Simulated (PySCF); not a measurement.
Nb(O)2(OH) (HNbO3), SMILES [O]=[Nb](=[O])[OH], multiplicity 1. Coordinates come from a PBE-D3(BJ)/def2-SVP optimisation. The spin state was assumed, not searched. The def2 effective core potentials stand for the cores of Nb; spin–orbit coupling is left out. One conformer was computed; it need not be the lowest.

Question: Give the equilibrium geometry at PBE-D3(BJ)/def2-SVP (PySCF confirms it by a frequency run) as Cartesian coordinates in Å. (An estimate is asked for; the answer gives what the named calculation found.)

Answer: One answer among several that fit: 
```xyz
5

Nb    -0.1610     0.0434     0.1665
O     -0.6476    -1.4788    -0.5035
O     -0.5482     1.2640    -1.0032
O      1.7207     0.0689     0.5938
H      2.4035    -0.6142     0.4770
```
Charge 0, spin multiplicity 1.
